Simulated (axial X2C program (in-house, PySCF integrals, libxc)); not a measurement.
TaF at several levels of theory

Computed with an axial X2C code built on PySCF integrals. Spin-free means the one-electron spin-free X2C Hamiltonian. Basis: Ta dyall-cv3z [13s14p9d7f4g], F dyall-av3z [7s6p3d2f] (cores contracted in-house); Gaussian nuclei, density fitting, unrestricted open shells. Masses: Ta 180.948 u, F 18.998 u.

State, spin-free: M_S = 1, Λ = 0 (beyond evenly filled blocks: δ+α, δ-α); electrons by block: σα: 16, σβ: 16, π+α: 8, π+β: 8, π-α: 8, π-β: 8, δ+α: 4, δ+β: 3, δ-α: 4, δ-β: 3, φ+α: 1, φ+β: 1, φ-α: 1, φ-β: 1. Fragments: Ta + F.

| Hamiltonian | level | Re (Å) | ωe (cm⁻¹) | ωexe (cm⁻¹) | Be (cm⁻¹) | De (eV) | D0 (eV) | μ (D) |
| --- | --- | --- | --- | --- | --- | --- | --- | --- |
| spin-free | PBE0 | 1.803 | 725.8 | 3.37 | 0.3015 | 6.21 | 6.16 | -0.87 |
| spin-free | HF | 1.849 | 676.2 | 2.84 | 0.2869 | 4.35 | 4.31 | -0.40 |
| spin-free | CCSD | 1.814 | 720.5 | 3.28 | 0.2981 | 5.82 | 5.77 | n/a |
| spin-free | CCSD(T) | 1.811 | 725.5 | 3.34 | 0.299 | n/a | n/a | n/a |
| spin-free | PBE50 | 1.801 | 728.9 | 3.28 | 0.3021 | 5.81 | 5.77 | -0.83 |

Correlated methods: 20 electrons correlated (number of frozen shells: Ta 4 s, 3 p, 2 d, 1 f; F 1 s), 314 virtual spin orbitals or spinors in MP2, 110 natural virtuals in coupled cluster.

Dipoles are positive if F is the positive end.

Occupations by symmetry block were frozen at the best pattern of an incomplete PBE0 search. De is counted from the lowest determinant-based energies of the atoms at the same level, without counterpoise correction. De is not given where an atomic determinant may have missed its ground term or J level, or where the truncated virtual space spoils (T). Coupled cluster ran in a truncated set of natural virtual spinors; the MP2 energy of the rest was added. (T) has no such correction and the atoms are truncated less, which lowers De at CCSD(T) by a hundredth of an eV or more. Other states lie close and PBE0, whose exact exchange favours high spin, may order them wrongly; the determinant shown need not be the ground state. The nearest other spin-free determinant of the search, M_S = 2, Λ = 1, lies 0.37 eV up at the distance of the search. Without a current term, density functionals place determinants with orbital angular momentum somewhat too high. The determinant is spin-polarised beyond a pure state at some levels (its spin-free form has ⟨S²⟩ too high), which makes Re and μ there less reliable.

No reliable constants came from CCSD (2c), CCSD(T) (2c), HF (2c), MP2 (2c), MP2 (spin-free), PBE0 (2c), PBE50 (2c): no minimum in range, unconverged points, a curve that is not smooth, a change of character along it, or the two Hamiltonians disagreeing along it.

The whole task took 9.1 min on 1 thread of AMD EPYC 9R45 96-Core Processor (Zen 5) (shared host).
